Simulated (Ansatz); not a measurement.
Reaction (formal exchange of groups at a B–O bond): `OBO[SiH2][SiH3]` + CH₄ → `CBO[SiH2][SiH3]` + H₂O

Calculated with Ansatz (gas phase, PBE0-D4/def2-TZVP geometries, no zero-point term in ΔE). CCSD(T)/CBS adds triple-zeta CCSD(T) − MP2 to the extrapolated MP2 energy (def2 sets, frozen cores). This one scheme is used for every species. Functionals use def2-TZVPP. Each species was taken in one conformer, which may not be the lowest.

```tsv
level	ΔE (eV)
PBE0-D4	1.47
r2SCAN0-D4	1.53
ωB97X-V	1.51
LC-ωPBE	1.51
SCS-MP2/def2-TZVPP	1.53
CCSD/def2-TZVPP	1.51
SCS-MP2/def2-QZVPP	1.50
MP2/CBS(def2)	1.46
```

Task: What does CCSD(T)/CBS give? (Best estimate.)

Result: The calculation gave: +1.46 eV. The listed levels differ from it by 0.01, 0.07, 0.05, 0.05, 0.07, 0.05, 0.04, 0.00 eV.

Task: What do rigid-rotor, harmonic-oscillator terms from PBE0-D4/def2-TZVP frequencies (298.15 K, 1 bar) make of the CCSD(T)/CBS value? (An estimate is asked.)

Result: The calculation gave: ΔZPE = -0.06 eV, ΔH = +1.42 eV, ΔS = 24 J/(mol·K), ΔG = +1.34 eV. Modes under 50 cm⁻¹ make the entropy rough.

Largest T1 diagnostic among the species: 0.013.

The D4 term adds −0.06 eV with B3LYP and −0.03 eV with PBE0; it sums over pairs of atoms, weighted by their polarisabilities, and B3LYP, whose exchange is more repulsive, gets the larger term. At CCSD(T), def2-SVP lies +0.29 eV from the extrapolated value and def2-TZVPP +0.05 eV. Leaving LDA and LC-ωPBE aside and taking each functional with its dispersion term where it has one, the values, not all of them listed here, spread over 0.14 eV, from revPBE-D4 to B2PLYP.

B3LYP here is the variant with VWN-RPA as its local correlation; programs differ in this.
